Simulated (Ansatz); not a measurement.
MoNCl3. The state is a singlet with charge 0. Geometry relaxed at B3LYP-D4/def2-SVP.

```csv
atom,x (Å),y (Å),z (Å)
Mo1,0.0410,-0.0029,-0.0051
N2,1.6497,-0.1152,-0.1990
Cl3,-0.8504,-1.5747,-1.3763
Cl4,-0.5006,2.1148,-0.6110
Cl5,-0.3398,-0.4220,2.1914
```

In the def2 sets Mo takes a core potential; there is no spin–orbit coupling. The restricted singlet is unstable towards broken spin symmetry in Hartree–Fock (as tested in another run); at B3LYP-D4/def2-SVP this wasn't settled.

**Question.** Estimate the harmonic wavenumbers at RKS B3LYP-D4/def2-SVP (Ansatz, unscaled). Is this a minimum?

**Answer.** 104, 104, 141, 271, 271, 385, 441, 441, 1171 cm⁻¹. Yes, no mode is imaginary beyond noise. Zero-point energy 19.9 kJ/mol. Hardware: 4 threads of Arm Neoverse V1 on a shared host. Wall time 37 s.
